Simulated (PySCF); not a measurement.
C₄H₅NS, SMILES Cc1cscn1.

Geometry optimised at PBE-D3(BJ)/def2-SVP.

Computed with PySCF with PBE-D3(BJ)/def2-SVP.

Frequencies are harmonic and unscaled.

List the normal modes with their intensities. (The exact figures need the calculation; the answer reports its results.)


```csv
mode,ν (cm⁻¹),IR (km/mol),moving atoms (share of kinetic energy)
1,118,0.9,H 94 %
2,227,3.9,"C 57 %, H 24 %, S 11 %, N 8 %"
3,328,2.5,"C 47 %, H 31 %, N 14 %"
4,484,1.9,"C 61 %, H 17 %, S 11 %, N 11 %"
5,549,1.8,"S 47 %, C 43 %, H 9 %"
6,642,0.0,"C 53 %, N 32 %, H 15 %"
7,659,1.5,"C 40 %, N 26 %, S 25 %, H 9 %"
8,704,5.5,"H 82 %, C 18 %"
9,772,38.9,"H 83 %, C 17 %"
10,804,11.9,"C 65 %, S 17 %, H 14 %"
11,871,24.6,"C 71 %, H 20 %"
12,933,9.6,"N 45 %, C 30 %, H 26 %"
13,967,11.5,"H 62 %, C 35 %"
14,1009,5.1,"H 61 %, C 38 %"
15,1111,2.0,"H 67 %, C 30 %"
16,1204,0.6,"H 71 %, C 26 %"
17,1321,7.9,"H 48 %, C 39 %, N 13 %"
18,1348,10.7,"H 48 %, C 46 %"
19,1395,7.3,H 97 %
20,1405,10.0,"H 86 %, C 13 %"
21,1463,29.6,"C 60 %, N 34 %"
22,1528,43.5,"C 81 %, N 11 %, H 8 %"
23,2977,17.1,H 97 %
24,3054,6.1,"H 91 %, C 9 %"
25,3090,7.4,"H 91 %, C 9 %"
26,3150,0.1,"H 91 %, C 9 %"
27,3191,1.5,"H 91 %, C 9 %"
```
